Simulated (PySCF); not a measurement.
# Name the molecule from its bond curve

A diatomic of charge 0 contains Ga. Its triplet curve at r²SCANh in a triple-zeta basis (no relativity, PySCF), in eV from the separated fragments:

R (Å), E (eV) and a bar:
```
    1.725     -1.507 #########################
    1.805     -1.881 ###########
    1.886     -2.079 ###
    1.946     -2.145 
    2.006     -2.158 
    2.066     -2.130 #
    2.146     -2.050 ####
    2.247     -1.902 ##########
    2.367     -1.689 ##################
    2.528     -1.391 ##############################
```

The fit gives ωe = 521 cm⁻¹ and the rotational constant Bₑ = 0.3648 cm⁻¹.

**Question.** Which atom is the partner?

**Answer.** The minimum lies at 1.993 Å, so the reduced mass is 16.8576 u Å² cm⁻¹/(Bₑ·Re²) = 11.63 u. With Ga at 68.93 u the partner weighs about 14.0 u: N. The molecule is GaN.

Spin–orbit coupling is left out. The state is the lowest determinant that a PBE0 search found; another state may lie lower at other levels.
